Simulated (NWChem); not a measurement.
C3H2F2; SMILES C(=C=CF)F

```xyz
7

F     -2.2032    -0.1787     0.4420
C     -1.2501     0.3721    -0.3390
C      0.0000     0.0000    -0.3095
C      1.2501    -0.3721    -0.3390
F      2.2032     0.1787     0.4420
H     -1.6541     1.1512    -0.9805
H      1.6541    -1.1512    -0.9805
```
Atoms are numbered in this order, from 1.

Results from NWChem. Geometry optimised at B3LYP/6-31G*; all other runs use it. Pople sets run with spherical d functions.

| quantity | level | value |
|---|---|---|
| vertical, lowest state with f > 0.02, singlet (eV) | CAM-B3LYP/def2-SVPD, TDA | 7.89 |
| isotropic polarisability (bohr³), static | CAM-B3LYP/def2-SVPD | … |
| −ε(HOMO) (eV) | CAM-B3LYP/def2-SVP | 9.42 |
| dipole in solution (D) in n-hexane | B3LYP/6-31G*, SMD | … |
| dipole (D) | B3LYP/6-31G* | 1.58 |
| highest harmonic frequency (cm⁻¹) | B3LYP/6-31G* | … |

Task: Fill in the missing entries.

Result: 
- isotropic polarisability (bohr³), static, value: 41.2
- dipole in solution (D) in n-hexane, value: 1.74
- highest harmonic frequency (cm⁻¹), value: 3205
